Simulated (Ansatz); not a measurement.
Geometry optimisation, RKS B3LYP-D4/def2-SVP in Ansatz 0.2.0.

Input:

```yaml
crystal:
  periodic: [false, false, false]
  atoms:
    - { symbol: Si, position_ang: [0.41321, -2.83428, 0.70686] }
    - { symbol: C, position_ang: [0.60048, -1.14624, 0.41713] }
    - { symbol: Si, position_ang: [0.19288, 0.50333, -0.0466] }
    - { symbol: Cl, position_ang: [-2.05417, 0.71464, -0.75871] }
    - { symbol: H, position_ang: [0.75424, 1.1516, -1.27043] }
    - { symbol: H, position_ang: [0.09336, 1.61095, 0.95175] }
total_charge: -1
basis:
  gaussian: { orbitals: def2-SVP }
hamiltonian:
  xc: b3lyp
  dispersion: d4
relax:
  f_tol: 0.02
  max_steps: 40
```

Launched with:

```bash
$ ansatz run input.yaml --threads 1 --pin off --max-ram 2048MiB --backend cpu --events-out ev --progress --plain --runs-dir out
```

**Question.** Where does it end, and by what steps?

**Answer.** It converged. Limits of this set-up: an anion without diffuse functions, the dipole of an ion depends on the origin. After 7 steps the energy has fallen by 0.342 eV; Si1 moved furthest, 0.32 Å.

| step | energy less start (eV) | largest force component (eV/Å) | accepted |
| --- | --- | --- | --- |
| 0 | 0.0000 | 2.142 | yes |
| 1 | -0.2165 | 1.207 | yes |
| 2 | -0.2814 | 0.732 | yes |
| 3 | -0.3032 | 0.240 | yes |
| 4 | -0.3127 | 0.122 | yes |
| 5 | -0.3401 | 0.208 | yes |
| 6 | -0.3418 | 0.081 | yes |
| 7 | -0.3420 | 0.013 | yes |

```xyz
6
Properties=species:S:1:pos:R:3
Si 0.710 -2.748 0.779
C 0.338 -1.192 0.347
Si 0.007 0.485 -0.098
Cl -2.010 0.890 -0.782
H 0.811 1.052 -1.241
H 0.145 1.514 0.996
```

Time of the run: 25 s on 1 CPU thread of a shared host.
